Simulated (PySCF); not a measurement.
## Spin-rotation constants: `CC(=O)CC(Cl)Cl`, C₄H₆Cl₂O

Cartesian coordinates in Å; atom numbers follow the order of the lines, from 1:
```xyz
13

C    -1.641    0.067    0.131
C    -0.842    0.138   -1.135
O    -1.303   -0.034   -2.230
C     0.642    0.480   -0.956
C     1.421   -0.549   -0.148
Cl    0.805   -2.201   -0.417
Cl    1.400   -0.171    1.595
H    -1.404    0.902    0.785
H    -1.392   -0.852    0.660
H    -2.703    0.057   -0.100
H     0.730    1.456   -0.477
H     1.080    0.538   -1.956
H     2.475   -0.561   -0.435
```

The calculation used GIAO BHandHLYP/pcSseg-1 magnetisability, rotational g tensor and spin-rotation constants, non-relativistic, gas phase in PySCF 2.14.0. Geometry: GFN2-xTB, dihedral held. The dihedral C2–C4–C5–Cl7 is held at 270°.

Question: Give the nuclear spin-rotation constants along the inertial axes (H = +C I·J) beside the isotropic shieldings.

Answer: Rotational constants 2.3823, 1.3382, 1.0812 GHz. A star marks the isotopologue with that one atom substituted, in its own axes.
```csv
atom,isotope,Caa (kHz),Cbb (kHz),Ccc (kHz),mean (kHz),σ (ppm)
Cl6,35Cl,0.796,0.238,0.295,0.443,705.0
Cl7,35Cl,0.711,0.281,0.379,0.457,663.7
H8,1H,-0.222,0.012,-0.113,-0.107,29.5
H9,1H,-0.136,-0.098,-0.053,-0.096,29.0
H10,1H,-0.043,-0.154,-0.059,-0.085,29.7
H11,1H,-0.249,0.036,-0.119,-0.111,29.1
H12,1H,-0.236,-0.118,0.006,-0.116,29.0
H13,1H,-0.128,-0.108,0.001,-0.078,25.8
C1,13C*,0.441,0.220,0.153,0.272,153.8
C2,13C*,1.131,0.391,0.558,0.693,-20.6
O3,17O*,-2.313,-0.406,-0.665,-1.128,-372.7
C4,13C*,0.476,0.275,0.224,0.325,127.3
C5,13C*,0.590,0.293,0.248,0.377,107.1
```
For the geometry as given, no vibrational averaging.
